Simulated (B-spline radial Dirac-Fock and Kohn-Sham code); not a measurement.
**Muonic isotope shifts in rubidium**

The computed values come from a radial atomic solver: the Dirac equation of a negative muon with reduced mass in the field of a spherical finite nucleus, with the Uehling potential to all orders; nuclear polarisation, deformation, hyperfine structure, self-energy, higher-order vacuum polarisation, relativistic recoil and electron screening are left out. Nuclear charge: Fermi distribution (skin thickness 2.3 fm); radii from Angeli and Marinova (2013). Reference ⁸⁷Rb, radius 4.1989 fm: 2p3/2 → 1s1/2 2246 keV, 3d5/2 → 2p3/2 539.4 keV.

```tsv
A	radius (fm)	δ⟨r²⟩ (fm²)	shift 2p3/2 → 1s (keV)	shift 3d5/2 → 2p3/2 (keV)
76	4.2273	+0.239	-5.76	-0.14
77	4.2356	+0.310	-7.34	-0.14
78	4.2385	+0.334	-7.87	-0.14
79	4.2284	+0.249	-5.89	-0.11
80	4.2271	+0.238	-5.62	-0.10
81	4.2213	+0.189	-4.47	-0.08
82	4.216	+0.144	-3.42	-0.07
83	4.2058	+0.058	-1.43	-0.04
84	4.1999	+0.008	-0.26	-0.03
85	4.2036	+0.039	-0.95	-0.02
86	4.2025	+0.030	-0.72	-0.01
88	4.217	+0.152	-3.48	-0.02
89	4.2391	+0.339	-7.73	-0.04
90	4.2554	+0.478	-10.85	-0.06
91	4.2723	+0.622	-14.08	-0.07
92	4.2903	+0.776	-17.52	-0.09
93	4.3048	+0.901	-20.29	-0.11
94	4.3184	+1.018	-22.87	-0.12
95	4.3391	+1.197	-26.82	-0.15
96	4.3501	+1.293	-28.90	-0.16
97	4.4231	+1.933	-42.78	-0.26
98	4.4336	+2.026	-44.75	-0.27
```
